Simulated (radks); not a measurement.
Values are calculated unless marked as measured or tabulated.
Q: Radial electron density D(r) = 4 pi r^2 rho(r) of an atom or ion with 12 electrons. Code: a radial shooting solver on a logarithmic mesh with Libxc functionals. Model: Dirac Kohn-Sham, PBE, spin-unpolarised, spherical densities, finite nucleus; Fermi nuclear charge, rms radius of each element as measured or else 0.836 A^(1/3) + 0.57 fm.

```
   r/bohr * D(r) (the largest magnitude, 47.6, reaches the edge; | marks zero)
 0.005701 |          *
 0.006531 |            *
 0.007483 |               *
 0.008642 |                  *
 0.009901 |                      *
  0.01134 |                          *
    0.013 |                              *
  0.01501 |                                   *
   0.0172 |                                       *
   0.0197 |                                           *
  0.02257 |                                              *
  0.02586 |                                                *
  0.02986 |                                                 *
  0.03421 |                                                *
   0.0392 |                                              *
  0.04491 |                                           *
  0.05145 |                                        *
  0.05942 |                                      *
  0.06808 |                                      *
  0.07799 |                                        *
  0.08936 |                                            *
   0.1024 |                                                *
   0.1182 |                                                     *
   0.1355 |                                                      *
   0.1552 |                                                   *
   0.1778 |                                             *
   0.2037 |                                   *
   0.2352 |                        *
   0.2695 |               *
   0.3088 |         *
   0.3538 |      *
   0.4053 |    *
   0.4681 |   *
   0.5363 |  *
   0.6144 | *
   0.7039 |*
   0.8064 *
   0.9314 *
    1.067 *
    1.222 *
    1.401 *
    1.617 *
    1.853 *
    2.123 *
    2.432 *
    2.787 |*
    3.218 |*
    3.687 *
    4.224 *
     4.84 *
    5.545 *
```

What is the nuclear charge?

A: Z = 35. The innermost maximum, from 1s, lies near gamma/Z bohr with gamma = sqrt(1 - (Z/c)^2) = 0.967, here 0.0276 bohr (found: 0.0296), and its height grows with Z. The density is that of the bromine ion Br23+ in [Ne] 3s1 7f1; the configuration itself is not fixed sharply by these data, and Z only to about a unit. D(r) has 4 maxima, at r = 0.0296, 0.133, 1.77, 3.09 bohr, and minima at 0.0649 bohr, inside which lie 2.13 electrons.
